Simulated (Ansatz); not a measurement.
Ansatz (a quantum-chemistry and plane-wave program) input (B3LYP-D3(BJ)/def2-TZVP):

Ansatz 0.2 input:
```yaml
crystal:
  periodic: [false, false, false]
  atoms:
    - {symbol: Ge, position_ang: [-0.00564895, 0.00110658, 0.44929983]}
    - {symbol: F, position_ang: [0.70485134, 1.19282022, -0.79296222]}
    - {symbol: F, position_ang: [-0.68476618, -1.19675475, -0.80454829]}
basis:
  gaussian:
    orbitals: def2-TZVP
hamiltonian:
  xc: b3lyp
  dispersion: d3bj
total_charge: -1
magnetization: {spin_polarized: true, initial_magnetization: 1}
phonons: {temperatures: {t_min: 298.15, t_max: 298.15, t_step: 100}}
```

Output:

```
Functional definition: B3LYP
integrals: 0.03 GiB planned
701 factors; their error is unknown
mean field: 0.47 GiB planned
mean field evaluation 1: about -61956.9306 eV, gradient 2.1e1 eV
mean field evaluation 2: about -61955.3876 eV, gradient 3.3e1 eV
mean field evaluation 4: about -61958.2265 eV, gradient 1.3e0 eV
mean field evaluation 8: about -61958.4646 eV, gradient 1.7e-2 eV
mean field evaluation 16: about -61958.4646 eV, gradient 1.8e-5 eV
mean field -61958.46456580 eV, -2276.9315758375 hartree, gradient 1.8e-5 eV, S^2 0.753572; 0 other end points of the search recorded, 0 dependent functions left out
the calculation of the forces begins
reference -61958.46472948 eV, -2276.9315818527 hartree; 26, 25 occupied and 84, 85 virtual orbitals, 701 factors
these checks for a lower state are left out or cut short: stability, starts, cluster_reference, orbital_swaps, neighbouring_geometries, increment
integrals: 0.03 GiB planned
701 factors; their error is unknown
mean field: 0.47 GiB planned
mean field -61958.46453005 eV, -2276.9315745238 hartree, gradient 2.2e-6 eV, S^2 0.753576; 0 other end points of the search recorded, 0 dependent functions left out
the calculation of the forces begins
reference -61958.46469370 eV, -2276.9315805379 hartree; 26, 25 occupied and 84, 85 virtual orbitals, 701 factors
these checks for a lower state are left out or cut short: stability, starts, cluster_reference, orbital_swaps, neighbouring_geometries, increment
integrals: 0.03 GiB planned
701 factors; their error is unknown
mean field: 0.47 GiB planned
mean field -61958.46453561 eV, -2276.9315747281 hartree, gradient 1.4e-6 eV, S^2 0.753569; 0 other end points of the search recorded, 0 dependent functions left out
the calculation of the forces begins
reference -61958.46469933 eV, -2276.9315807446 hartree; 26, 25 occupied and 84, 85 virtual orbitals, 701 factors
these checks for a lower state are left out or cut short: stability, starts, cluster_reference, orbital_swaps, neighbouring_geometries, increment
integrals: 0.03 GiB planned
701 factors; their error is unknown
mean field: 0.47 GiB planned
mean field evaluation 32: about -61958.4645 eV, gradient 6.7e-2 eV
mean field -61958.46455067 eV, -2276.9315752814 hartree, gradient 9.4e-7 eV, S^2 0.753570; 0 other end points of the search recorded, 0 dependent functions left out
the calculation of the forces begins
reference -61958.46471434 eV, -2276.9315812963 hartree; 26, 25 occupied and 84, 85 virtual orbitals, 701 factors
these checks for a lower state are left out or cut short: stability, starts, cluster_reference, orbital_swaps, neighbouring_geometries, increment
integrals: 0.03 GiB planned
701 factors; their error is unknown
mean field: 0.47 GiB planned
mean field -61958.46452967 eV, -2276.9315745097 hartree, gradient 1.3e-6 eV, S^2 0.753574; 0 other end points of the search recorded, 0 dependent functions left out
the calculation of the forces begins
reference -61958.46469336 eV, -2276.9315805252 hartree; 26, 25 occupied and 84, 85 virtual orbitals, 701 factors
these checks for a lower state are left out or cut short: stability, starts, cluster_reference, orbital_swaps, neighbouring_geometries, increment
integrals: 0.03 GiB planned
701 factors; their error is unknown
mean field: 0.47 GiB planned
mean field -61958.46455617 eV, -2276.9315754837 hartree, gradient 1.1e-6 eV, S^2 0.753570; 0 other end points of the search recorded, 0 dependent functions left out
the calculation of the forces begins
reference -61958.46471988 eV, -2276.9315814997 hartree; 26, 25 occupied and 84, 85 virtual orbitals, 701 factors
these checks for a lower state are left out or cut short: stability, starts, cluster_reference, orbital_swaps, neighbouring_geometries, increment
integrals: 0.03 GiB planned
701 factors; their error is unknown
mean field: 0.47 GiB planned
mean field -61958.46455292 eV, -2276.9315753642 hartree, gradient 1.2e-6 eV, S^2 0.753574; 0 other end points of the search recorded, 0 dependent functions left out
the calculation of the forces begins
reference -61958.46471658 eV, -2276.9315813787 hartree; 26, 25 occupied and 84, 85 virtual orbitals, 701 factors
Total energy: -61958.51854036 eV, -2276.9335593659 hartree
Atom 0 at    -0.005649     0.001107     0.449300 Å, force    -0.000018     0.000004     0.001436 eV/Å
Atom 1 at     0.704851     1.192820    -0.792962 Å, force     0.000177     0.000288    -0.000717 eV/Å
Atom 2 at    -0.684766    -1.196755    -0.804548 Å, force    -0.000159    -0.000291    -0.000720 eV/Å
Dipole moment:    -0.004104     0.000804     0.326405 e Å
Vibrations: 213.10 488.47 525.29 cm⁻¹, zero-point energy 0.076056 eV
```
